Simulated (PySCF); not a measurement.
**Excitation energies in several basis sets**

C4H9BS.
InChI=1S/C4H9BS/c1-4-5-6(2)3/h1H,5H2,2-3H3

TDDFT with PBE0 (PySCF), vertical singlets, core orbitals frozen in the response, spherical d and f functions. The structure is a single PBE0-D3(BJ)/def2-SVP conformer in the gas phase; no vibrational or solvent corrections.

Question: Compare 6-31G*, 6-31+G*, def2-SVP, def2-SVPD, aug-cc-pVDZ and def2-TZVP for this molecule.

Answer: 

```json
{"basis": "6-31G*", "functions": "106", "diffuse": "no", "S1 (eV)": "5.91", "S2 (eV)": "6.33", "S3 (eV)": "6.50", "S4 (eV)": "6.69", "S5 (eV)": "7.06", "LUMO (eV)": "0.74", "α (au)": "70.8"}
{"basis": "6-31+G*", "functions": "130", "diffuse": "yes", "S1 (eV)": "5.72", "S2 (eV)": "6.01", "S3 (eV)": "6.15", "S4 (eV)": "6.19", "S5 (eV)": "6.40", "LUMO (eV)": "-0.01", "α (au)": "80.2"}
{"basis": "def2-SVP", "functions": "133", "diffuse": "no", "S1 (eV)": "5.95", "S2 (eV)": "6.45", "S3 (eV)": "6.67", "S4 (eV)": "6.79", "S5 (eV)": "7.07", "LUMO (eV)": "0.76", "α (au)": "73.1"}
{"basis": "def2-SVPD", "functions": "199", "diffuse": "yes", "S1 (eV)": "5.76", "S2 (eV)": "6.15", "S3 (eV)": "6.34", "S4 (eV)": "6.51", "S5 (eV)": "6.56", "LUMO (eV)": "0.19", "α (au)": "85.8"}
{"basis": "aug-cc-pVDZ", "functions": "223", "diffuse": "yes", "S1 (eV)": "5.70", "S2 (eV)": "5.98", "S3 (eV)": "6.00", "S4 (eV)": "6.18", "S5 (eV)": "6.23", "LUMO (eV)": "-0.28", "α (au)": "87.6"}
{"basis": "def2-TZVP", "functions": "246", "diffuse": "no", "S1 (eV)": "5.79", "S2 (eV)": "6.17", "S3 (eV)": "6.32", "S4 (eV)": "6.55", "S5 (eV)": "6.86", "LUMO (eV)": "0.31", "α (au)": "83.3"}
```

States are compared by their number. Against the largest diffuse basis here (aug-cc-pVDZ, itself not a converged limit), sets without diffuse functions differ by up to 0.25 eV in S1 and 0.84 eV in S5; the smaller diffuse sets differ by up to 0.06 and 0.33 eV. State by state, the largest deviation of a set without diffuse functions is S1 0.25, S2 0.47, S3 0.67, S4 0.61, S5 0.84 eV. The same number needn't mean the same state in each row. Against aug-cc-pVDZ the polarisability deviates by -19% in 6-31G*, -8% in 6-31+G*, -17% in def2-SVP, -2% in def2-SVPD, -5% in def2-TZVP. A single + in a Pople set puts diffuse functions on heavy atoms only.
